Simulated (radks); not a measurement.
Task: The mean radii <r> (bohr) of the occupied orbitals of an atom or ion are listed with their occupations. All-electron calculation, scalar-relativistic Kohn-Sham, PBE, spin-polarised, spherical densities, point nucleus. Program: a radial shooting solver on a logarithmic mesh with Libxc functionals.

orbital  occ.      <r>
1s up       1  0.03111
1s down     1  0.03111
2s up       1   0.1349
2s down     1   0.1349
2p up       3   0.1177
2p down     3   0.1177
3s up       1   0.3685
3s down     1   0.3685
3p up       3   0.3676
3p down     3   0.3675
3d up       5   0.3458
3d down     5   0.3457
4s up       1   0.9066
4s down     1   0.9053
4p up       3   0.9890
4p down     3   0.9870
4d up       5    1.290
4d down     3    1.281
5s up       1    2.665
5p up       2    3.524

Name the element and its charge. Open shells, if any, are filled with parallel spins first.

Result: Z = 47, silver, charge 0: Ag in [Kr] 4d8 5s1 5p2. The 1s radius gives Z: for a bare nucleus <r> = (2 gamma + 1)/(2Z) with gamma = sqrt(1 - (Z/c)^2), 0.03062 bohr for Z = 47, and screening makes it slightly larger (0.03111 here). The occupations add up to 47, and the charge is Z minus that.
